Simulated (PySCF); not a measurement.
## Radial density of Xe⁺ (xenon, charge +1)

wB97X, [Kr] 4d10 5s2 5p4 6s1, high-spin 4P determinant (an excited configuration). All numbers are calculated (PySCF 2.14, the spin-free X2C one-electron Hamiltonian (Gaussian nucleus), in aug-cc-pwCVTZ-DK3 with one added diffuse shell each of s, p, d, f type (11s10p8d5f1g, 125 functions)).

```
r (bohr)  4πr²ρ (e/bohr)  4πr²(ρα − ρβ)
  0.0249           66.59         0.0198
  0.0419           62.58         0.0516
  0.0705           88.10         0.0585
   0.119           75.22        -0.0041
   0.199           72.53         0.1266
   0.335           52.08         0.0044
   0.564           27.37         0.3200
   0.949           18.98        -0.0128
    1.60           5.537         1.2591
    2.69           1.745         0.6975
    4.52          0.3404         0.3050
    7.60         0.04007         0.0401
    12.8       0.0002165         0.0002
```

Densities and radii are taken from the X2C orbitals without a picture-change correction, which distorts them close to the nucleus.

The outer electron is Rydberg-like, and this basis confines it to a smaller radius and binds it less than a complete one would.

Where is the radial spin density 4πr²(ρα − ρβ) most negative, and why is it negative at all?

Around r = 0.949 bohr, down to -0.0128 e/bohr: exchange with the open shell polarises the paired shells in an unrestricted calculation.
